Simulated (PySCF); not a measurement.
C₂H₄FNOSi, SMILES O[Si@@H]1C=N[C@@H]1F.

Geometry: PBE-D3(BJ)/def2-SVP. The structure was generated by enumeration; whether it is a known compound was not checked. One conformer was computed; it need not be the lowest.

Level of theory: PySCF 2.14.0 with PBE-D3(BJ)/def2-SVP.

Frequencies are harmonic and unscaled.

```csv
mode,ν (cm⁻¹),IR (km/mol),moving atoms (share of kinetic energy)
1,77,17.6,"O 40 %, F 18 %, N 13 %, H 13 %, Si 9 %"
2,96,3.3,"F 32 %, O 20 %, N 19 %, H 17 %"
3,258,7.3,"H 36 %, C 29 %, F 15 %, Si 14 %"
4,314,63.3,"H 40 %, O 18 %, C 14 %, F 14 %, Si 10 %"
5,370,57.4,"H 29 %, Si 26 %, F 15 %, O 12 %, N 10 %"
6,471,6.7,"C 28 %, N 23 %, Si 16 %, F 14 %, O 10 %, H 10 %"
7,552,2.8,"H 27 %, C 22 %, N 20 %, F 19 %, Si 12 %"
8,588,21.9,"H 39 %, C 29 %, Si 16 %, N 13 %"
9,722,51.1,"H 59 %, C 21 %, Si 16 %"
10,742,12.6,"H 59 %, C 25 %"
11,784,88.9,"H 38 %, O 24 %, C 24 %, N 10 %"
12,871,13.5,"H 52 %, N 19 %, C 17 %"
13,877,234.3,"H 75 %, Si 9 %"
14,901,20.3,"H 35 %, Si 31 %, O 28 %"
15,961,35.1,"C 51 %, H 24 %, N 20 %"
16,1069,132.4,"C 55 %, F 31 %, H 12 %"
17,1153,4.7,"H 69 %, C 28 %"
18,1236,14.6,"H 68 %, C 19 %, N 12 %"
19,1288,19.4,"H 82 %, C 15 %"
20,1552,11.3,"C 51 %, N 46 %"
21,2162,163.9,H 96 %
22,2978,25.5,H 92 %
23,3048,24.4,"H 91 %, C 9 %"
24,3744,85.4,H 94 %
```
